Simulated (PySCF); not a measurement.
# Dipole response of Mo (molybdenum, neutral)

[Kr] 4d5 5s1, high-spin 7S determinant. Calculation: PySCF 2.14, in aug-cc-pVTZ-DK (9s8p6d3f2g, 102 functions); scalar relativity by spin-free X2C-1e. Coupled (time-dependent) response in atomic units; α is the mean over directions.

```csv
method,mean α (bohr³),C₆ (like pair),S(−4)
r2SCANh,76.41,823.7,3108
```

S(−4) is the Cauchy moment in α(ω) = α(0) + S(−4) ω² + …

Reference α: 87 ± 6 bohr³ (recommended; Schwerdtfeger and Nagle, table of static dipole polarizabilities (2023 update)). Published C₆: 1030 (Gould and Bucko (2016)).

α(iu) at r2SCANh:

```csv
u (hartree),α(iu) (bohr³)
0,76.41
0.0500,69.49
0.100,55.51
0.200,33.72
0.300,22.79
0.500,13.31
0.750,8.394
1.00,5.916
1.50,3.474
2.00,2.299
3.00,1.216
5.00,0.5049
```

A single London oscillator, α(iu) = α/(1 + u²/ω²), gives C₆ = (3/4) ω α². Matching the computed C₆ needs ω = 4 × 823.7 / (3 × 76.41²) = 0.188 hartree.
